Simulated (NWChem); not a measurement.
GaI2, doublet; SMILES [I][Ga][I]

Program: NWChem. Spin-unrestricted. Medium grid unless said otherwise, to which SCAN and Minnesota functionals are sensitive. In the optimisation the excess spin sits in a1 (C2v, its own frame). The geometry was optimised at PBE0/def2-SVP, spin-unrestricted. The spin multiplicity was typed, not searched, and may not be the lowest. No stability test was run on the SCF state. def2 effective core potentials on I; no spin-orbit coupling. Total energies of different functionals are on different scales.

```
level                                 energy (Ha)  highest occupied level (eV)  lowest empty minus highest occupied level, either spin (eV)  dipole (D)   <S²>
------------------------------------  -----------  ---------------------------  -----------------------------------------------------------  ----------  -----
B3LYP/def2-SVP                         -2520.3308                        -6.25                                                         1.92        1.11  0.753
PBE/def2-SVP                           -2519.7788                        -5.53                                                         0.76        0.93  0.752
revPBE/def2-SVP                        -2520.0360                        -5.50                                                         0.84        0.98  0.753
KT2/def2-SVP                           -2531.6489                        -5.62                                                         0.83        0.96  0.753
CAM-B3LYP/def2-SVP                     -2520.2105                        -7.60                                                         4.39        1.26  0.757
SCAN/def2-SVP                          -2520.4701                        -5.90                                                         1.31        1.09  0.756
LDA (Slater exchange, VWN5)/def2-SVP   -2516.2620                        -5.66                                                   (withheld)        0.89  0.751
```

### Question
Complete the blanks.

### Answer

- LDA (Slater exchange, VWN5)/def2-SVP, lowest empty minus highest occupied level, either spin (eV): 0.56
